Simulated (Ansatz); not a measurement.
Born–Oppenheimer molecular dynamics of AlCl$_{2}$HO (5 atoms, charge 0, multiplicity 1). It starts from a relaxed structure.

Method: RKS r2SCAN/6-31G (Ansatz).

```
ensemble        : NVT, Nosé–Hoover chain
time step       : 1 fs
steps asked     : 250
set temperature : 1500 K
thermostat      : time constant 20 fs, chain length 1
seed            : 140606
```

First frame:

```xyz
5
Properties=species:S:1:pos:R:3
Al -0.133 -0.033 -0.066
O -0.327 -0.128 1.577
H -0.450 -0.185 2.518
Cl 1.844 0.031 -0.961
Cl -1.843 0.033 -1.401
```

What does the run give?

The run went to its last step.

```yaml
steps_done: 250
time_covered: 250 fs
mean_temperature_over_the_second_half: 1621 K
spread_of_the_potential_energy_over_the_second_half: 64.8 meV per atom
mean_potential_energy_of_the_second_half_above_the_start: 85.5 meV per atom
```

The conserved energy stayed within 1.3 meV per atom of its start (net change 1.2 meV per atom), so the integration is sound. A run of 0.25 ps of so small a system gives no equilibrium averages. Limits of this set-up: no polarisation functions.

What happens to the structure?

No bond is clearly made or broken; grazing contacts change: Al1–H3 2.61 → 1.88 Å. Pairs count as bonded within 1.25 times the sum of covalent radii (0.12 Å more for H–H). This is one draw of velocities; another would differ in detail.

How do temperature and energy run in time?


| time (fs) | T (K) | potential energy less start (eV) | conserved less start (meV/atom) |
| --- | --- | --- | --- |
| 0 | 1500 | 0.000 | 0.00 |
| 20 | 517 | 0.432 | 0.12 |
| 40 | 1797 | 0.341 | 0.08 |
| 60 | 2484 | 0.978 | 0.15 |
| 80 | 1989 | 1.132 | 0.15 |
| 100 | 1358 | 0.980 | 0.20 |
| 120 | 776 | 0.991 | 0.18 |
| 140 | 2296 | 0.373 | 0.11 |
| 160 | 1297 | 0.191 | 0.00 |
| 180 | 921 | 0.097 | -0.10 |
| 200 | 473 | 0.335 | 0.01 |
| 220 | 803 | 0.557 | 0.13 |
| 240 | 5168 | 0.667 | 0.24 |

Time of the run: 17 min on 1 thread of Arm Neoverse V1 (shared host), peak memory 0.11 GiB.
